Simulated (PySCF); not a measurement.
C6H10AlN, singlet, GFN2-xTB optimised geometry. Atoms within 1.6 Å of the plane z = 1.0 Å (x, y, z in Å): Al1 (-2.08, 0.04, 0.00), H2 (-2.23, -0.82, 1.31), C4 (-2.60, 1.98, 0.00), H5 (-2.28, 2.55, 0.88), H6 (-3.69, 2.06, -0.01), C8 (2.63, -0.48, 0.01), C9 (1.71, -1.52, 0.00), C10 (0.37, -1.21, -0.01), N11 (-0.07, 0.04, 0.00), C12 (0.80, 1.04, 0.01), C13 (2.17, 0.83, 0.02), H14 (3.69, -0.68, 0.01), H15 (2.04, -2.55, -0.01), H16 (-0.42, -1.95, -0.02), H17 (0.37, 2.03, 0.02), H18 (2.85, 1.66, 0.03).

Calculation: PBE0/def2-SVP run with PySCF.

Map of the deformation density (molecule minus spherical neutral atoms) (e/bohr³) on the plane z = 1.0 Å:

```
|.............................|
|.............................|
|.............................|
|.............................|
|.............................|
|.............................|
|.............................|
|.........  ..................|
|...... .==...................|
|...... .==...................|
|......  .:....      .........|
|......  .....         .......|
|..........        .   .......|
|..........  .          ......|
|........:-:..          ......|
|.......:*@+.           ......|
|.......:*@+.       .   ......|
|.......:--:.           ......|
|............          .......|
|..............       ........|
|.............................|
|.............................|
|.............................|
|.............................|
|.............................|
|.............................|
|.............................|
|.............................|
|.............................|
```
Scale: ten equal steps from -0.011 (start of ' ') to 0.053 (end of '@'), in the order ' .:-=+*#%@'; x runs from -6.00 to 6.00, y from -6.00 (bottom) to 6.00 (top).
